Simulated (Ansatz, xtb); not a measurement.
Relative energy of two isomers of C5H6O2S2

Structure I is `CSC(=C=S)CC(=O)O`, a singlet and structure II is `COc1sc(=O)sc1C`, a singlet. Both are isolated molecules in the gas phase, relaxed with PBE-D3(BJ)/def2-SVP; the shapes shown needn't be the lowest conformers.

I (Å):

```xyz
15

C    -2.0963   -0.0190   -0.4028
C     0.5975    0.6658    0.1514
C     0.7292    1.8561   -0.4306
C     1.2350    0.2146    1.4334
C     0.2732   -0.0041    2.5945
O    -0.9348    0.1290    2.5780
O     0.9532   -0.3868    3.7035
S    -0.3766   -0.4156   -0.8887
S     0.8562    3.2551   -1.1390
H    -2.3781    0.9865   -0.7713
H    -2.7333   -0.7797   -0.8963
H    -2.1969   -0.0723    0.6963
H     1.7751   -0.7451    1.2751
H     2.0083    0.9385    1.7668
H     0.2725   -0.5117    4.4005
```

II (Å):

```yaml
atoms:
  - { symbol: C, position_ang: [-1.5919, -1.2775, 3.1432] }
  - { symbol: C, position_ang: [0.3836, -0.9936, 1.8639] }
  - { symbol: C, position_ang: [2.9802, -1.4939, 2.2548] }
  - { symbol: C, position_ang: [1.0256, -0.0773, 1.0808] }
  - { symbol: C, position_ang: [0.3413, 0.9376, 0.2159] }
  - { symbol: O, position_ang: [-0.9647, -1.1220, 1.8708] }
  - { symbol: O, position_ang: [4.0434, -1.9300, 2.6254] }
  - { symbol: S, position_ang: [1.3742, -2.1281, 2.8164] }
  - { symbol: S, position_ang: [2.7851, -0.1453, 1.0792] }
  - { symbol: H, position_ang: [-1.2585, -2.2127, 3.6461] }
  - { symbol: H, position_ang: [-2.6788, -1.3398, 2.9516] }
  - { symbol: H, position_ang: [-1.3783, -0.4138, 3.8100] }
  - { symbol: H, position_ang: [0.6918, 1.9668, 0.4394] }
  - { symbol: H, position_ang: [-0.7497, 0.8886, 0.3887] }
  - { symbol: H, position_ang: [0.5287, 0.7500, -0.8626] }
```

Q: Estimate which is lower in electronic energy at CCSD(T)/def2-SVP + ΔMP2/def2-TZVPP, and by roughly how much.

A: The CCSD(T)/def2-SVP + ΔMP2/def2-TZVPP calculation puts structure II lower, by 4.1 kcal/mol.

How the difference moves with the method:

| level | geometry | E(II) − E(I) (kcal/mol) | departure from the last row (kcal/mol) | job, with rough time for the two |
| --- | --- | --- | --- | --- |
| GFN2-xTB | GFN2-xTB | −25.3 | −21.1 | optimisation, 0.38 s |
| HF/STO-3G | GFN2-xTB | −54.7 | −50.5 | single point, 0.7 s |
| r2SCAN-D4/def2-SVP | GFN2-xTB | −7.7 | −3.6 | single point, 6.6 s |
| PBE-D3(BJ)/def2-SVP | PBE-D3(BJ)/def2-SVP | −7.9 | −3.8 | optimisation, 77 s |
| HF/def2-SVP | PBE-D3(BJ)/def2-SVP | +3.6 | +7.7 | part of the CCSD(T) run |
| MP2/def2-SVP | PBE-D3(BJ)/def2-SVP | −1.6 | +2.5 | part of the CCSD(T) run |
| CCSD(T)/def2-SVP | PBE-D3(BJ)/def2-SVP | −1.5 | +2.6 | single point |
| CCSD(T)/def2-SVP + ΔMP2/def2-TZVPP | PBE-D3(BJ)/def2-SVP | −4.1 |  | single point, 3.5 min |

As drawn, II has 1 C–O, 2 C–S, 1 C–H in place of 1 C=S, 1 C–C, 1 O–H. Structure I has no ring, II a 5-membered ring.

HF/def2-SVP puts the two in the other order. The largest departure from CCSD(T)/def2-SVP + ΔMP2/def2-TZVPP is that of HF/STO-3G, 50.5 kcal/mol. The last row adds to CCSD(T) the change of the MP2 difference between the two basis sets, here −2.6 kcal/mol.

With thermal terms from frequencies at re-optimised GFN2-xTB minima (ideal gas, soft modes damped towards free rotors, one conformer each, 298.15 K, 1 atm): the zero-point term adds +0.8 kcal/mol; ΔH is −3.8 and ΔG −2.2 kcal/mol.

The correlated steps freeze 17 core orbitals. Run with Ansatz 0.2.0, xtb 6.7.1; the last row on 4 threads of Arm Neoverse V1 on a shared host.
